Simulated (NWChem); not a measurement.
System: ZnIF; SMILES [F][Zn][I]

The following NWChem deck was run.

```
start job
memory heap 200 mb stack 900 mb global 1100 mb
geometry units angstroms
  Zn    -0.171559     1.123689     0.000000
  F     -0.421275     2.847997     0.000000
  I      0.174336    -1.260536     0.000000
end
basis spherical
  * library def2-svp
end
ecp
  I library def2-ecp
end
dft
  xc becke88 lyp
  iterations 150
end
driver
  maxiter 120
end
task dft optimize
dft
  grid fine
  convergence energy 1d-8 density 1d-7
end
task dft freq numerical
```

def2 effective core potentials on I; no spin-orbit coupling.

The level has its own optimisation; frequencies are unscaled.

Q: Give the results of this calculation. (BLYP/def2-SVP with def2 effective core potentials on I.) Quantities: r F–Zn (Å); r I–Zn (Å); highest harmonic frequency (cm⁻¹); lowest (cm⁻¹); zero-point energy (kcal/mol).

A: The r F–Zn (Å) is 1.759, the r I–Zn (Å) is 2.442 and the highest harmonic frequency (cm⁻¹) is 675. The lowest (cm⁻¹) is 104. The zero-point energy (kcal/mol) is 1.6.
